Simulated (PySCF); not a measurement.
**Basis set benchmark on one molecule**

Molecule: TMS-CHClF (C[Si](C)(C)[C@H](F)Cl, C4H10ClFSi).

Geometry (Å), atoms numbered from 1 in this order:
```xyz
17

C    -0.5059   -1.1627   -1.3727
Si    0.0920   -0.0328   -0.0060
C     1.2847    1.2736   -0.6243
C     0.8113   -1.0144    1.4228
C    -1.4615    0.8679    0.6794
F    -2.3534   -0.0471    1.1611
Cl   -2.2417    1.8168   -0.6332
H    -1.2524   -1.8713   -0.9820
H    -0.9812   -0.5807   -2.1766
H     0.3251   -1.7414   -1.8049
H     1.6061    1.9437    0.1884
H     2.1862    0.8047   -1.0496
H     0.8146    1.8864   -1.4082
H     0.0616   -1.7113    1.8280
H     1.6811   -1.6042    1.0927
H     1.1432   -0.3560    2.2409
H    -1.2557    1.5974    1.4800
```

Geometry PBE0-D3(BJ)/def2-SVP throughout; GIAO in PySCF 2.14.0 with density-fitted response routines, gas phase, one conformer, non-relativistic; equivalent atoms averaged; functional PBE0.

Reference values (measured; G. Saielli, R. Bini, A. Bagno, Computational 19F NMR. 2. Organic compounds, RSC Adv. 2014, ESI (exp. from Berger-Braun-Kalinowski 1994 and Everett 1995)): δ(F6) = -170.0 ppm vs CFCl3. Computed shifts are taken against CFCl3, calculated as an isolated molecule at each level.

Question: How do the basis sets STO-3G, pcSseg-0, 6-31G, 6-31G*, cc-pVDZ, def2-SVP, pcSseg-1, aug-cc-pVDZ, 6-311+G(2d,p), def2-TZVP perform against the reference? Times are CPU seconds on 1 thread of an Arm Neoverse V1, shared host.

Answer: 
```tsv
basis set	functions	F6	abs. error F	core-s
STO-3G	53	-103.2	66.8	6
pcSseg-0	91	-211.7	41.7	10
6-31G	91	-186.8	16.8	12
6-31G*	126	-177.5	7.5	16
cc-pVDZ	156	-174.3	4.3	22
def2-SVP	156	-171.6	1.6	20
pcSseg-1	183	-190.5	20.5	27
aug-cc-pVDZ	259	-175.1	5.1	48
6-311+G(2d,p)	265	-188.5	18.5	47
def2-TZVP	289	-187.5	17.5	57
```

For ¹⁹F the closest is def2-SVP (1.6 ppm) and the furthest STO-3G (66.8 ppm). Where a smaller basis beats a larger one, errors probably cancel. One molecule is a small sample, and vibrational and solvent effects are absent from the calculation.

A small basis that lands close on one nucleus may do so by chance; judge by the trend and by all nuclei.
